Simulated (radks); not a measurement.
Values are calculated unless marked as measured or tabulated.
Q: Species: the lead ion Pb6+. Configuration: [Xe] 4f14 5d8. Code: a radial shooting solver on a logarithmic mesh with Libxc functionals. Model: scalar-relativistic Kohn-Sham, LDA (Slater exchange, VWN5 correlation), spin-polarised, spherical densities, finite nucleus; open shells are filled with parallel spins first (spin-orbit coupling, left out, can overturn this in heavy ions); Fermi nuclear charge, rms radius 5.5012 fm. Some entries of the table are withheld. Estimate them.

| orbital | occ. | eigenvalue (eV) | r(max) (bohr) | <r^2> (bohr^2) |
|---|---|---|---|---|
| 1s up | 1 | -88085.99 | 0.009856 | 0.0003579 |
| 1s down | 1 | -88085.99 | 0.009856 | 0.0003579 |
| 2s up | 1 | -15824.52 | 0.05721 | 0.005428 |
| 2s down | 1 | -15824.30 | 0.05721 | 0.005428 |
| 2p up | 3 | -13597.15 | 0.04762 | 0.004620 |
| 2p down | 3 | -13596.96 | 0.04762 | 0.004620 |
| 3s up | 1 | -3859.471 | 0.1613 | 0.03492 |
| 3s down | 1 | -3859.348 | 0.1613 | 0.03492 |
| 3p up | 3 | -3220.457 | 0.1614 | 0.03615 |
| 3p down | 3 | -3220.328 | 0.1614 | 0.03615 |
| 3d up | 5 | -2565.859 | 0.1314 | 0.02994 |
| 3d down | 5 | -2565.679 | 0.1314 | 0.02994 |
| 4s up | 1 | -934.8909 | 0.3624 | 0.1668 |
| 4s down | 1 | -934.6534 | 0.3624 | 0.1668 |
| 4p up | 3 | -725.2518 | 0.3824 | 0.1912 |
| 4p down | 3 | -725.0128 | 0.3825 | 0.1911 |
| 4d up | 5 | -482.0401 | 0.3883 | 0.2144 |
| 4d down | 5 | -481.7609 | 0.3884 | 0.2143 |
| 5s up | 1 | -223.2488 | 0.7867 | 0.8031 |
| 5s down | 1 | -221.9760 | 0.7857 | 0.8009 |
| 4f up | 7 | -213.2716 | 0.3491 | 0.2456 |
| 4f down | 7 | -212.9271 | 0.3490 | 0.2449 |
| 5p up | 3 | -164.0541 | (1) | 1.036 |
| 5p down | 3 | -162.5977 | (2) | 1.035 |
| 5d up | 5 | -96.2898 | (3) | 1.620 |
| 5d down | 3 | -94.7608 | (4) | 1.627 |
| 6s up | 0 | -75.2701 | 1.735 | 3.768 |
| 6s down | 0 | -74.3168 | 1.741 | 3.813 |
| 6p up | 0 | -59.5118 | 2.008 | 5.043 |
| 6p down | 0 | -58.8123 | 2.019 | 5.118 |

A: 
(1) 5p up r(max) (bohr): 0.8767
(2) 5p down r(max) (bohr): 0.8754
(3) 5d up r(max) (bohr): 1.044
(4) 5d down r(max) (bohr): 1.043
